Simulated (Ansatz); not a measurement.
Ansatz (a program for electronic structure) input (CCSD(T)/def2-SVPD):

Ansatz 0.2 input:
```yaml
crystal:
  periodic: [false, false, false]
  atoms:
    - {symbol: Cs, position_ang: [-0.00000000, -0.00000000, -0.33804873]}
    - {symbol: F, position_ang: [0.00000000, 0.00000000, 2.06585338]}
basis:
  gaussian:
    orbitals: def2-SVPD
magnetization: {spin_polarized: false}
correlation: {method: ccsd_t, electrons: outside_noble_gas}
output: {forces: true}
```

End of the output:

```
474 factors; integrals over basis functions are off by at most 7.2e-4 eV
mean field: 0.08 GiB planned
mean field evaluation 1: about -3242.3447 eV, gradient 4.0e1 eV
mean field evaluation 2: about -3242.3465 eV, gradient 4.0e1 eV
mean field evaluation 4: about -3245.3091 eV, gradient 9.3e-1 eV
mean field evaluation 8: about -3245.3108 eV, gradient 3.6e-4 eV
mean field evaluation 16: about -3245.3108 eV, gradient 1.6e-6 eV
mean field -3245.31082189 eV, -119.2629729538 hartree, gradient 1.6e-6 eV, S^2 0.000000; 0 other end points of the search recorded, 0 dependent functions left out
5 core orbitals not correlated, not the lowest: weight in the atoms' cores, before any rotation towards them, 0.623 or more for the frozen orbitals, at most 0.404 for the correlated occupied ones
reference -3245.31082189 eV, -119.2629729538 hartree; 4, 4 occupied and 41, 41 virtual orbitals, 474 factors
densities: 0.09 GiB planned
second order -5.99508454 eV of doubles, -0.00000000 eV of singles
coupled cluster: 0.08 GiB planned
cycle   1  -5.75394308 eV  change    2.4e-1 eV  update   8.7e-2
cycle   2  -5.91328530 eV  change   -1.6e-1 eV  update   3.3e-2
cycle   3  -5.94641262 eV  change   -3.3e-2 eV  update   1.4e-2
cycle   4  -5.95014501 eV  change   -3.7e-3 eV  update   4.6e-3
cycle   5  -5.94694364 eV  change    3.2e-3 eV  update   1.4e-3
cycle   6  -5.94607247 eV  change    8.7e-4 eV  update   6.8e-4
cycle   7  -5.94629735 eV  change   -2.2e-4 eV  update   2.4e-4
cycle   8  -5.94640735 eV  change   -1.1e-4 eV  update   9.7e-5
cycle   9  -5.94640080 eV  change    6.5e-6 eV  update   3.4e-5
cycle  10  -5.94639185 eV  change    8.9e-6 eV  update   1.1e-5
cycle  11  -5.94639553 eV  change   -3.7e-6 eV  update   4.7e-6
perturbative correction -0.12598582 eV, -0.0046298935 hartree
the calculation of the forces begins
Total energy: -3251.38320324 eV, -119.4861288524 hartree
Atom 0 at    -0.000000    -0.000000    -0.338049 Å, force    -0.000000    -0.000000    -0.941309 eV/Å
Atom 1 at     0.000000     0.000000     2.065853 Å, force     0.000000     0.000000     0.941309 eV/Å
Dipole moment:     0.000000    -0.000000    -1.830576 e Å
```
